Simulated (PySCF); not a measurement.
Cd(NH2)2, SMILES [Cd]([NH2])[NH2], B3LYP/def2-SVP optimised geometry.

```
7

Cd     0.05     0.16     0.00
N      2.06     0.16     0.00
H      2.48     0.41    -0.90
H      2.47    -0.73     0.27
N     -1.95     0.43     0.00
H     -2.33     0.73     0.90
H     -2.48    -0.40    -0.28
```

Density from PySCF with B3LYP/def2-TZVP, def2 effective core potentials past Kr at that geometry. The core electrons that the potentials of Cd replace are not part of the density.

Minimum of the electron density along straight lines between bonded atoms, close to the bond critical point (lines longer than 1.1 times the sum of covalent radii, or with two minima, are not listed):

```
bond    length / Å  ρ at the minimum / e bohr⁻³  ∇²ρ there / e bohr⁻⁵  position (fraction from the first atom)
------  ----------  ---------------------------  --------------------  ---------------------------------------
Cd1–N2       2.017                        0.116                  0.40                                     0.52
N2–H3        1.021                        0.328                 -1.47                                     0.73
N2–H4        1.021                        0.328                 -1.46                                     0.73
Cd1–N5       2.017                        0.115                  0.40                                     0.52
N5–H6        1.021                        0.328                 -1.46                                     0.73
N5–H7        1.021                        0.328                 -1.46                                     0.73
```
